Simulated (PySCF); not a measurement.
## Correlation energy of Pd (palladium, neutral)

Starting occupation: [Kr] 4d9 5s1, 4d3/2 with m_j = -3/2, -1/2, +1/2, +3/2, 4d5/2 with m_j = -3/2, -1/2, +1/2, +3/2, +5/2, 5s1/2 with m_j = +1/2. Calculation: PySCF 2.14, in x2c-TZVPall-2c (8s9p7d1f, 77 functions); X2C-1e with screened-nucleus spin-orbit coupling, Gaussian nucleus. Frozen: [Ar] 3d10; 18 electrons correlated; the 6 highest virtual spinors left out.

MP2 pair energies summed by pair of shells (mhartree):

```csv
pair,energy,share (%)
4d-4d,-220.56,45.8
4d-4p,-138.98,28.9
4p-4p,-44.93,9.3
4d-5s,-24.47,5.1
4d-4s,-24.12,5.0
4p-4s,-20.08,4.2
4p-5s,-4.63,1.0
4s-4s,-3.45,0.7
4s-5s,-0.32,0.1
```

Total MP2 correlation energy: -481.56 mhartree.

The GHF reference relaxed away from the jj start to a determinant that is no pure jj level (⟨S²⟩ = 2.02, ⟨J²⟩ = 12.01); the energies belong to that determinant.

This basis was not built for core-valence correlation, so the inner-shell part is incomplete.
